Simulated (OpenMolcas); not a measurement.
**Ti2+: ligand-field states by method**

Ti2+ with 4 ligands (chloride) in tetrahedral coordination (Td) at 2.49 Å. A charge of +0.5 e stands 2.8 Å behind each ligand. Ligand basis ANO-RCC-VDZP.
```
Ti    0.0000    0.0000    0.0000
Cl    1.4376    1.4376    1.4376
Cl    1.4376   -1.4376   -1.4376
Cl   -1.4376    1.4376   -1.4376
Cl   -1.4376   -1.4376    1.4376
```

| Item | Value |
| --- | --- |
| Program | OpenMolcas |
| Basis | ANO-RCC-VDZP [5s4p2d1f] |
| Scalar Hamiltonian | DKH2, point nucleus |
| Active space | 2 electrons in 5 orbitals (3d) |
| State averaging | 2S+1 = 3 even, 10 roots; 2S+1 = 1 even, 15 roots |
| Spin-orbit coupling | state interaction with AMFI integrals over the reference wave functions |

I. CASSCF
II. SS-CASPT2, IPEA 0.25 Eh, imaginary shift 0.1 Eh (closed shells correlated: 3s 3p and the ligand valence shells)

Spin-free states (labels of Td) in cm-1, each column counted from its own energy of the first state listed:

| State | Degeneracy | I | II |
| --- | --- | --- | --- |
| 3A2 | 1 | 0 | 0 |
| 3T2 | 3 | 2990 | 1920 |
| 3T1 | 3 | 5186 | 4830 |
| 1E | 2 | 11507 | 8120 |
| 1T2 | 3 | 14113 | 9860 |
| 3T1 | 3 | 15708 | 12300 |
| 1A1 | 1 | 17778 | 14070 |
| 1T1 | 3 | 18413 | 15070 |
| 1E | 2 | 19583 | 16450 |
| 1T2 | 3 | 20655 | 17160 |
| 1A1 | 1 | 41806 | 31420 |

From I to II, I's first state of the same spin (3T2) moves from 2990 to 1920 cm-1, by about -1100 cm-1.

From I to II, I's first state of another spin (1E) moves from 11507 to 8120 cm-1, by about -3400 cm-1.

χT at 300 K: I 1.04, II 1.06 cm3 K/mol.

Roots that are degenerate in the reference are averaged as groups; the widest CASPT2 spread within a group is 260 cm-1 (the 3-fold group of multiplicity 1 near 15100 cm-1 above the lowest state of its run, II). Shifts and gaps below about the spread of the groups concerned are not significant. Over all roots computed the reference weight is 0.73 to 0.75 in II; a low but even weight reflects the number of correlated electrons. Ligand-to-metal charge-transfer states are missing. With no ligand orbital active B as a rule stays too high, so bands that hang on it stand too high and its fall with covalency is understated. Without dynamic correlation the repulsion within the d shell is too large (B by tens of per cent), so at a given field states of lower spin stand too high (holds for I). With metal d orbitals alone and no dynamic correlation the field as a rule comes out too small, by tens of per cent, by up to half for chloride and softer ligands (holds for I). These CASPT2 states fit no ligand-field parameters well, so their order and spin gaps are uncertain (holds for II). With one d shell and no ligand orbital active, 10Dq can be off by tens of per cent for divalent 3d ions, low with halides held by bare charges and at times high in hosts (holds for II). Free-ion shares, where given, are those of the reference states; single-state CASPT2 does not remix them (holds for II). No measured value stands beside these numbers; the geometry was imposed, not optimised, and the real ion may take another.
